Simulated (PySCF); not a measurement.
Harmonic spectrum computed at PBE0 in the def2-SVP basis family (core potentials from Rb on, PySCF, no spin–orbit coupling):

```json
{"ω (cm⁻¹)": "161", "IR (km/mol)": "1.6"}
{"ω (cm⁻¹)": "510", "IR (km/mol)": "25.2"}
{"ω (cm⁻¹)": "518", "IR (km/mol)": "9.5"}
```

Q: Which molecule gave it? In each, all ligands are bound to the one heavy central atom.
A. CeS₂ (singlet)
B. RuS₂ (quintet)
C. VS₂ (doublet)
D. TaS₂ (doublet)

A: B. It has C2v symmetry with Ru–S 2.095 Å (×2).
